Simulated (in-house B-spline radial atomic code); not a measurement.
Whole-atom quantities along the 39-electron series, configuration [Kr] 4d3. Breit and QED terms are first order and not part of the total energy; the density at the nucleus is averaged over the nuclear charge. Computed with an all-electron radial atomic-structure program (B-spline basis): Dirac-Hartree-Fock, average of the configuration, finite nuclei.

```tsv
ion	Z	E/Z² (Eh)	Σ<r²> (bohr²)	n(0)/Z³ (bohr⁻³)	Lamb diamagnetic shielding (ppm)	repulsion over attraction	Breit energy (eV)	self-energy (eV)	vacuum polarisation (eV)	Dirac less non-relativistic energy (Eh)
Nb2+	41	-2.271	30.951	1.163	3981.96	0.15519	60.376	45.259	-5.0165	-64.657
Mo3+	42	-2.2934	25.856	1.1901	4112.8	0.15311	65.58	49.236	-5.5467	-71.787
Tc4+	43	?	?	?	?	?	?	?	?	?
Ru5+	44	-2.3366	19.627	1.2508	4375.33	0.14875	76.921	57.947	-6.7401	-87.875
Rh6+	45	-2.3575	17.493	1.2838	4507.26	0.14653	83.077	62.701	-7.4089	-96.904
Pd7+	46	-2.3778	15.744	1.3173	4639.72	0.1443	89.57	67.735	-8.1294	-106.64
Ag8+	47	?	?	?	?	?	?	?	?	?
Cd9+	48	-2.4172	13.033	1.3887	4906.48	0.13991	103.6	78.689	-9.7389	-128.38
In10+	49	-2.4363	11.959	1.4281	5040.87	0.13774	111.17	84.632	-10.635	-140.47
```

Problem. Fill in the row of Tc4+.

Solution. E/Z² (Eh): -2.3152; Σ<r²> (bohr²): 22.312; n(0)/Z³ (bohr⁻³): 1.2209; Lamb diamagnetic shielding (ppm): 4243.88; repulsion over attraction: 0.15095; Breit energy (eV): 71.092; self-energy (eV): 53.462; vacuum polarisation (eV): -6.1205; Dirac less non-relativistic energy (Eh): -79.516.

Problem. Fill in the row of Ag8+.

Solution. E/Z² (Eh): -2.3978; Σ<r²> (bohr²): 14.279; n(0)/Z³ (bohr⁻³): 1.3533; Lamb diamagnetic shielding (ppm): 4772.79; repulsion over attraction: 0.1421; Breit energy (eV): 96.409; self-energy (eV): 73.061; vacuum polarisation (eV): -8.9052; Dirac less non-relativistic energy (Eh): -117.12.

Problem. With what power of Z does the column «vacuum polarisation (eV)» change over this range?

Solution. A fit of the logarithm of its size against log Z from Z = 41 to 49 has slope 4.22.
